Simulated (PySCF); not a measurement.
SMILES O=c1c2c(c(=O)o1)cc1c(c(oc1=O)=O)c2 (C10H2O6), singlet, GFN2-xTB optimised geometry.

```
18

O      2.25    -3.04     0.00
C      2.14    -1.85     0.00
O      3.21    -0.99     0.00
C      2.81     0.32     0.00
O      3.57     1.24     0.00
C      1.32     0.32     0.00
C      0.43     1.38     0.00
C     -0.91     1.01     0.00
C     -2.14     1.85     0.00
O     -2.25     3.04     0.00
O     -3.21     0.99     0.00
C     -2.81    -0.32     0.00
O     -3.57    -1.24     0.00
C     -1.32    -0.32     0.00
C     -0.43    -1.38     0.00
C      0.91    -1.01     0.00
H      0.75     2.41     0.00
H     -0.75    -2.41     0.00
```

Density from PBE0/def2-SVP (PySCF) at that geometry.

Minimum of the electron density along straight lines between bonded atoms, close to the bond critical point (lines longer than 1.1 times the sum of covalent radii, or with two minima, are not listed):

```tsv
bond	length / Å	ρ at the minimum / e bohr⁻³	∇²ρ there / e bohr⁻⁵	position (fraction from the first atom)
O1–C2	1.187	0.433	0.45	0.67
C2–O3	1.375	0.284	-0.50	0.34
O3–C4	1.375	0.284	-0.50	0.66
C4–O5	1.187	0.433	0.45	0.33
C4–C6	1.490	0.268	-0.66	0.51
C6–C7	1.386	0.309	-0.78	0.50
C7–C8	1.386	0.309	-0.78	0.50
C8–C9	1.490	0.268	-0.66	0.49
C9–O10	1.187	0.433	0.45	0.33
C9–O11	1.375	0.284	-0.50	0.34
O11–C12	1.375	0.284	-0.50	0.66
C12–O13	1.187	0.433	0.45	0.33
C8–C14	1.398	0.310	-0.78	0.50
C12–C14	1.490	0.268	-0.66	0.51
C14–C15	1.386	0.309	-0.78	0.50
C2–C16	1.490	0.268	-0.66	0.51
C6–C16	1.398	0.310	-0.78	0.50
C15–C16	1.386	0.309	-0.78	0.50
C7–H17	1.078	0.288	-1.16	0.65
C15–H18	1.078	0.288	-1.16	0.65
```
